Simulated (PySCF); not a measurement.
How methods differ on the ionisation energy of Ar²⁺

Ar²⁺ [Ne] 3s2 3p4 (3P) → Ar³⁺ [Ne] 3s2 3p3 (4S), as a difference of total energies. Calculation: PySCF 2.14, in aug-cc-pwCVDZ; no relativity, point nucleus. Correlated levels: valence and next inner shell: 1s2 frozen. The calculations carry no spin-orbit coupling.

```json
{"method": "UHF", "ionisation energy (eV)": "39.314"}
{"method": "MP2 (valence and next inner shell)", "ionisation energy (eV)": "39.842"}
{"method": "SCS-MP2 (valence and next inner shell)", "ionisation energy (eV)": "39.858"}
{"method": "CCSD (valence and next inner shell)", "ionisation energy (eV)": "39.856"}
{"method": "CCSD(T) (valence and next inner shell)", "ionisation energy (eV)": "39.871"}
```

How much does correlation contribute at CCSD(T) (valence and next inner shell)?

39.871 − (39.314) = 0.557 eV, measured against UHF.

A first-order spin-orbit estimate (lowest level to lowest level, LS coupling) adds 0.061 eV.

Errors of the correlated levels include the incompleteness of this basis and the frozen core.

For comparison: 40.735 ± 0.012 eV (semi-empirical (NIST evaluation); NIST Atomic Spectra Database, ionization energies).
